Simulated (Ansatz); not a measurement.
`C#CC[SiH2]F` + `CCl` → `C#CCCCl` + `F[SiH3]`  (formal exchange of groups at a C–Si bond)

Gas-phase electronic energies from Ansatz, PBE0-D4/def2-TZVP geometries. CCSD(T)/CBS is the MP2 limit (def2-TZVPP, def2-QZVPP) plus CCSD(T) − MP2 in def2-TZVPP, frozen cores. This one scheme is used for every species. DFT in def2-TZVPP. B3LYP here is the variant with VWN-RPA as its local correlation; programs differ in this. Each species was taken in one conformer, which may not be the lowest.

```
             level  ΔE (kJ/mol)  difference from CCSD(T)/CBS
           PBE0-D4         43.8                          4.2
          B3LYP-D4         42.6                          3.0
            B2PLYP         40.3                          0.7
               PBE         44.0                          4.4
     HF/def2-TZVPP         35.6                         -4.0
   CCSD/def2-TZVPP         37.5                         -2.1
CCSD(T)/def2-TZVPP         37.4                         -2.2
    MP2/def2-QZVPP         39.4                         -0.2
      HF/CBS(def2)         35.9                         -3.7
     MP2/CBS(def2)         40.3                          0.7
       CCSD(T)/CBS         39.6                            0
```

Largest T1 diagnostic among the species: 0.012.
